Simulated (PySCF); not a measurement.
Gas-phase reaction: GeHCl + H2 → GeH3 + Cl

Energies from PySCF, thermal terms from the rigid-rotor harmonic-oscillator model, ideal gas at 1 bar. † marks an energy on the PBE0/def2-TZVP geometry and frequencies; other levels use their own. 6-31G* has spherical d functions here. Open shells (unrestricted): GeH3 (multiplicity 2), Cl (multiplicity 2); the rest are closed-shell singlets. Spin-orbit splitting is ignored; it lowers the true energy and changes the entropy of Cl. B3LYP is the form with VWN-RPA correlation. Ge: all electrons, no relativistic terms. GeHCl, GeH3: computed as isolated molecules; such fragments, hydroxides, amides, oligomers or adducts are transient or little studied in the gas.

HF/6-31G* gives ΔH°(298 K) = 162 kJ.

**Question.** What do B3LYP/6-31G*, HF/def2-TZVP†, ωB97M-V/def2-TZVP† give?

**Answer.** B3LYP/6-31G*: 287 kJ; HF/def2-TZVP†: 175 kJ; ωB97M-V/def2-TZVP†: 297 kJ. For scale, ΔH°(298 K) is 162 kJ at this level, 297 kJ at ωB97M-V/def2-TZVP†, and runs from 162 to 410 kJ over the 20 levels computed († marks an energy on the PBE0/def2-TZVP geometry).
